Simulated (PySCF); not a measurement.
# Electron correlation in Te⁴²⁺ (tellurium, charge +42)

Starting occupation: [Ne]. Computed with PySCF 2.14 in an uncontracted even-tempered set (17 s from 5 bohr⁻², ratio 2.6; 13 p from 6.5 bohr⁻², ratio 2.6; 6 d from 6.7 bohr⁻², ratio 2.8; 3 f from 150 bohr⁻², ratio 2.8), with X2C-1e with screened-nucleus spin-orbit coupling, Gaussian nucleus. Frozen: 1s2; 8 electrons correlated; the 48 highest virtual spinors left out.

MP2 pair energies summed by pair of shells (mhartree):

```tsv
pair	energy	share (%)
2p1/2-2p3/2	-101.70	33.3
2p3/2-2p3/2	-96.22	31.6
2p3/2-2s1/2	-47.03	15.4
2p1/2-2s1/2	-24.23	7.9
2p1/2-2p1/2	-23.42	7.7
2s1/2-2s1/2	-12.34	4.0
```

Total MP2 correlation energy: -304.95 mhartree.

The virtual space was cut to 44 spinors, which keep -235.02 of the -304.95 mhartree of MP2 correlation.

```json
{"level": "CCSD", "correlation energy (mhartree)": "-236.06"}
{"level": "(T)", "correlation energy (mhartree)": "-0.02"}
{"level": "CCSD(T)", "correlation energy (mhartree)": "-236.08"}
```

Diagnostics: T1 = 4.1e-05, largest double amplitude 0.003.

Cost of the coupled-cluster step: of the order of 10 core-seconds, for 8 occupied and 44 virtual spinors.

Iterations:

```
Init t2, MP2 energy = -0.235020794763956
CCSD nocc = 8, nmo = 52
Init t2, MP2 energy = -0.235020794763956
Init E_corr(GCCSD) = -0.235020794763956
cycle = 1  E_corr(GCCSD) = -0.236040330943714  dE = -0.00101953618  norm(t1,t2) = 0.00024152
cycle = 2  E_corr(GCCSD) = -0.236063517826333  dE = -2.31868826e-05  norm(t1,t2) = 7.59173e-06
cycle = 3  E_corr(GCCSD) = -0.236064123166265  dE = -6.05339932e-07  norm(t1,t2) = 3.00683e-07
cycle = 4  E_corr(GCCSD) = -0.236064121962388  dE = 1.203877e-09  norm(t1,t2) = 1.78492e-09
GCCSD converged
E(GCCSD) = -5130.076251598788  E_corr = -0.2360641219623882
```

The coupled-cluster values are those of the cut space; adding the MP2 remainder, -69.93 mhartree, estimates the full space.

At this charge the one-electron X2C treatment keeps the bare 1/r₁₂, with no two-electron picture change or Breit term. The effect here is smaller than on the frozen 1s shell.
